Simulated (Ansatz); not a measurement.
The first iterations of a band of C$_{2}$H$_{6}$ClFOSi (12 atoms, charge 0, multiplicity 1).

All numbers below come from Ansatz 0.2.0, RKS PBE-D4/def2-SVP.

```yaml
movable_images: 5
climbing_image: yes
spring: 5.0 eV/Å²
optimiser: quadratic models (default)
start_path: through a guess of the saddle point
force_threshold: 0.05 eV/Å
iteration_limit: 60
end_points: relaxed
```

First end point:

```xyz
12
Properties=species:S:1:pos:R:3
C 0.887 0.274 -1.475
Si 0.490 0.472 0.333
F -0.334 1.887 0.528
Cl 2.220 0.593 1.483
C -0.702 -0.834 1.001
O -1.937 -0.699 0.291
H 1.364 1.186 -1.885
H 1.569 -0.584 -1.637
H -0.058 0.082 -2.024
H -0.819 -0.760 2.110
H -0.314 -1.856 0.800
H -2.290 0.185 0.508
```

Last end point:

```xyz
12
Properties=species:S:1:pos:R:3
C 1.186 0.283 -1.565
Si 0.429 0.334 0.138
F -0.893 1.417 0.164
Cl 1.828 1.349 1.363
C -0.486 -1.153 0.655
O -1.742 -0.558 1.485
H 1.651 1.252 -1.832
H 1.980 -0.492 -1.586
H 0.420 0.009 -2.316
H -0.049 -1.884 1.359
H -2.494 -1.001 1.044
H -1.753 0.389 1.127
```

| iteration | highest image above the first end (eV) | largest band force component (eV/Å) |
| --- | --- | --- |
| 1 | 9.008 | 35.052 |
| 2 | 4.473 | 4.608 |
| 3 | 3.781 | 3.498 |
| 4 | 3.191 | 2.434 |
| 5 | 3.128 | 1.942 |
| 6 | 3.113 | 1.223 |
| 7 | 3.106 | 1.500 |
| 8 | 3.103 | 0.768 |
| 9 | 3.100 | 0.385 |
| 10 | 3.145 | 0.826 |
| 11 | 3.154 | 0.331 |
| 12 | 3.194 | 0.610 |

Problem. Does the band converge within its limit, and where does its top end?

Solution. It converged. It ended after 36 iterations with the highest image 3.227 eV above the first end. The profile has 2 maxima (images 2, 5) with wells between them (image 3): this band takes more than one step, which may be the mechanism or a detour left from its start path. Neighbouring images differ by up to 2.9 eV, so the band resolves the path poorly. A vibrational analysis at the climbing image gives one clearly imaginary mode, 848i cm⁻¹: a first-order saddle point. The orbitals stay closed-shell, which can raise the energy where a bond breaks towards radicals; this wasn't checked here.

Run time: 8.8 min on 2 threads of Intel(R) Xeon(R) Platinum 8259CL CPU @ 2.50GHz (Skylake/Cascade Lake), with other jobs on the host, peak memory 0.2 GiB.
